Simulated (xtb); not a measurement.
xtb input (GFN2-xTB):

```bash
xtb mol.xyz --gfn 2 --sp --chrg 1 --uhf 0
```
mol.xyz:
```
4

C     -1.34796582     0.03981920    -0.06100352
F     -1.91407761    -0.32410772     1.07668877
F     -1.82888146    -0.69571646    -1.04841252
I      0.78819673     0.16866986     0.00210443
```

End of the output:

```
         :::::::::::::::::::::::::::::::::::::::::::::::::::::
         ::                     SUMMARY                     ::
         :::::::::::::::::::::::::::::::::::::::::::::::::::::
         :: total energy             -14.784630465760 Eh    ::
         :: gradient norm              0.122344213722 Eh/a0 ::
         :: HOMO-LUMO gap              1.116590833906 eV    ::
         ::.................................................::
         :: SCC energy               -14.816418080730 Eh    ::
         :: -> isotropic ES            0.164326221235 Eh    ::
         :: -> anisotropic ES          0.005087359320 Eh    ::
         :: -> anisotropic XC         -0.005294780618 Eh    ::
         :: -> dispersion             -0.001734391760 Eh    ::
         :: repulsion energy           0.031787614970 Eh    ::
         :: add. restraining           0.000000000000 Eh    ::
         :: total charge               1.000000000000 e     ::
         :::::::::::::::::::::::::::::::::::::::::::::::::::::

           -------------------------------------------------
          |                Property Printout                |
           -------------------------------------------------

    * Orbital Energies and Occupations

         #    Occupation            Energy/Eh            Energy/eV
      -------------------------------------------------------------
         1        2.0000           -1.1757470             -31.9937
         2        2.0000           -1.1649567             -31.7001
         3        2.0000           -1.0586623             -28.8077
         4        2.0000           -0.9473116             -25.7777
         5        2.0000           -0.9078069             -24.7027
         6        2.0000           -0.9026925             -24.5635
         7        2.0000           -0.8929234             -24.2977
         8        2.0000           -0.8388529             -22.8263
         9        2.0000           -0.8304039             -22.5964
Note: The following floating-point exceptions are signalling: IEEE_DENORMAL
normal termination of xtb
        10        2.0000           -0.8065116             -21.9463
        11        2.0000           -0.7493868             -20.3919
        12        2.0000           -0.7333264             -19.9548 (HOMO)
        13                         -0.6922925             -18.8382 (LUMO)
        14                         -0.5586272             -15.2010
        15                         -0.3376154              -9.1870
        16                         -0.3269480              -8.8967
        17                         -0.3133561              -8.5269
        18                         -0.3130460              -8.5184
        19                         -0.1637231              -4.4551
        20                         -0.1599454              -4.3523
        21                          0.0386519               1.0518
      -------------------------------------------------------------
                  HL-Gap            0.0410340 Eh            1.1166 eV
             Fermi-level           -0.7128095 Eh          -19.3965 eV

     #   Z          covCN         q      C6AA      α(0)
     1   6 C        2.525     0.412    20.149     7.334
     2   9 F        0.856     0.064     8.832     3.511
     3   9 F        0.856     0.064     8.832     3.511
     4  53 I        1.094     0.459   340.112    31.836

 Mol. C6AA /au·bohr⁶  :        818.528764
 Mol. C8AA /au·bohr⁸  :      50264.143668
 Mol. α(0) /au        :         46.192199

Wiberg/Mayer (AO) data.
largest (>0.10) Wiberg bond orders for each atom

 ---------------------------------------------------------------------------
     #   Z sym  total        # sym  WBO       # sym  WBO       # sym  WBO
 ---------------------------------------------------------------------------
     1   6 C    3.829 --     4 I    1.363     3 F    1.233     2 F    1.233
     2   9 F    1.506 --     1 C    1.233     4 I    0.169     3 F    0.103
     3   9 F    1.506 --     1 C    1.233     4 I    0.169     2 F    0.103
     4  53 I    1.700 --     1 C    1.363     3 F    0.169     2 F    0.169
 ---------------------------------------------------------------------------

Topologies differ in total number of bonds
Writing topology from bond orders to xtbtopo.mol

molecular dipole:
                 x           y           z       tot (Debye)
 q only:       -0.820       0.054      -0.042
   full:       -0.690       0.261      -0.073       1.884
molecular quadrupole (traceless):
                xx          xy          yy          xz          yz          zz
 q only:        4.947       0.860      -2.728       0.136       0.126      -2.219
  q+dip:        5.848      -0.224      -2.371       0.415      -0.212      -3.477
   full:        6.650      -0.882      -1.997       0.612      -0.520      -4.653

           -------------------------------------------------
          | TOTAL ENERGY              -14.784630465760 Eh   |
          | GRADIENT NORM               0.122344213722 Eh/α |
          | HOMO-LUMO GAP               1.116590833906 eV   |
           -------------------------------------------------

------------------------------------------------------------------------
------------------------------------------------------------------------
 total:
 SCF:
```

This state (charge 1, singlet) is run at the relaxed geometry of the species with charge 0 and multiplicity 2.
